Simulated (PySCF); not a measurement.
H3OSi, SMILES [SiH3][O] (connectivity only; charge and spin as stated), charge -1, multiplicity 1. Heavy atoms are numbered as in [O:1][SiH3:2]. Hydrogens are named by the atom that carries them.

Coordinates come from a PBE0-D3(BJ)/def2-TZVPD optimisation. The spin state was assumed, not searched. The isomer is the one that the SMILES or the coordinates give; other isomers of the formula were not compared.

All values below come from CAM-B3LYP/def2-TZVPD (PySCF).

Mulliken values depend strongly on the basis, most of all with diffuse functions as here. Atomic charges (e), one atom of each kind:

| atom | Mulliken | IAO |
|---|---|---|
| O1 | -0.69 | -1.09 |
| Si2 (SiH3) | 0.04 | 0.89 |
| H on Si2 | -0.12 | -0.27 |
